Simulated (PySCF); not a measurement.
**Indirect couplings**

Bonds: B1-N4, B1-N12, N4-B5, B5-N8, N8-B9, B9-N12. B1 carries H2, H3; N4 carries H13, H14; B5 carries H6, H7; N8 carries H15, H16; B9 carries H10, H11; N12 carries H17, H18.

Method: B3LYP/pcJ-1 (spin–dipole term only in couplings to heteroatoms)//PBE0-D3(BJ)/def2-SVP, PySCF 2.14.0 with density-fitted response routines; isolated molecule, single conformer, non-relativistic. Couplings are averaged over pairs made equivalent by symmetry, fast rotation or ring inversion, so a value needn't be that of the named pair in this geometry, while other rotamers aren't included; one pair stands for each set, and the list holds those of at least 1.5 Hz over up to four bonds.

Isotopes: ¹¹B, ¹H, ¹⁵N.

```tsv
pair	bonds	J (Hz)
B1, H2	1	113.8
B1, N4	1	-9.6
N4, H13	1	?
B1, H13	2	-3.9
H2, H3	2	-6.0
H2, N4	2	-1.9
H13, H14	2	?
B1, H6	3	2.6
H2, H13	3	5.0
N4, H15	3	?
```

Estimate the withheld couplings, with signs.

Answers


- ¹J(N4,H13) = -66.3 Hz (mean over equivalent pairs that range from -68.5 to -64.1 Hz in this conformer)
- ²J(H13,H14) = -15.9 Hz
- ³J(N4,H15) = -1.9 Hz (mean over equivalent pairs that range from -3.7 to -0.1 Hz in this conformer)
